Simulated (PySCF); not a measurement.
Nuclear quadrupole coupling in `OCC1OCCO1`

C₄H₈O₃.
Geometry (GFN2-xTB, Å), atoms numbered from 1 in this order:
```
atom  x, y, z in Å
O1     2.598    0.299    0.068
C2     1.346    0.918    0.185
C3     0.382    0.034    1.002
O4    -0.881    0.607    1.170
C5    -1.666    0.204    0.067
C6    -0.979   -1.079   -0.445
O7     0.187   -1.201    0.349
H8     2.447   -0.626   -0.168
H9     1.496    1.869    0.698
H10    0.911    1.110   -0.807
H11    0.819   -0.165    1.989
H12   -1.682    0.985   -0.704
H13   -2.681    0.031    0.427
H14   -0.716   -1.004   -1.506
H15   -1.585   -1.974   -0.288
```

Field gradients from the B3LYP/pcJ-1 density (PySCF, non-relativistic), principal values in atomic units, ordered |Vxx| ≤ |Vyy| ≤ |Vzz|:

```
atom     Vxx     Vyy      Vzz
  O1  0.0680  1.8653  -1.9332
  O4  0.0466  1.9599  -2.0065
  O7  0.0291  1.9550  -1.9841
```

Problem. Find the asymmetry η = (Vxx − Vyy)/Vzz and the couplings χ = eQV/h (234.96 MHz × Q in barn × V in au), with Q(17O) = −0.0256 b.

Solution. 
```json
{"atom": "O1", "environment": "alcohol oxygen", "nucleus": "17O", "η": "0.93", "χzz (MHz)": "11.63", "χxx (MHz)": "-0.41", "χyy (MHz)": "-11.22"}
{"atom": "O4", "environment": "cyclic ether oxygen", "nucleus": "17O", "η": "0.95", "χzz (MHz)": "12.07", "χxx (MHz)": "-0.28", "χyy (MHz)": "-11.79"}
{"atom": "O7", "environment": "cyclic ether oxygen", "nucleus": "17O", "η": "0.97", "χzz (MHz)": "11.93", "χxx (MHz)": "-0.17", "χyy (MHz)": "-11.76"}
```

At O1, O4 and O7 η is above 0.9: Vyy and Vzz are nearly equal in size and opposite in sign, so a small change could swap them and flip the sign of χzz. The tensor is traceless: Vxx + Vyy + Vzz = 0.

Problem. What is Vzz at O4 in SI units (1 au = 9.71736 × 10²¹ V/m²)?

Solution. -2.0065 au = -19.498 × 10²¹ V/m².

Problem. What couplings would deuterons (Q(2H) = 0.00286 b) have in place of the hydrogens, at this geometry?

Solution. 
| atom | bonded to | bond length (Å) | Vzz (au) | η | χzz (kHz) |
| --- | --- | --- | --- | --- | --- |
| H8 | O1 | 0.967 | 0.4344 | 0.15 | 292 |
| H9 | C2 | 1.091 | 0.2876 | 0.04 | 193 |
| H10 | C2 | 1.100 | 0.2753 | 0.05 | 185 |
| H11 | C3 | 1.097 | 0.2699 | 0.04 | 181 |
| H12 | C5 | 1.097 | 0.2770 | 0.04 | 186 |
| H13 | C5 | 1.091 | 0.2877 | 0.05 | 193 |
| H14 | C6 | 1.096 | 0.2787 | 0.05 | 187 |
| H15 | C6 | 1.092 | 0.2854 | 0.05 | 192 |

Geometry: GFN2-xTB, one conformer, isolated molecule. GFN2-xTB bond lengths can be off by several hundredths of an ångström, more for odd bonds, and the gradients follow them. A larger basis could move these couplings by a tenth or more.
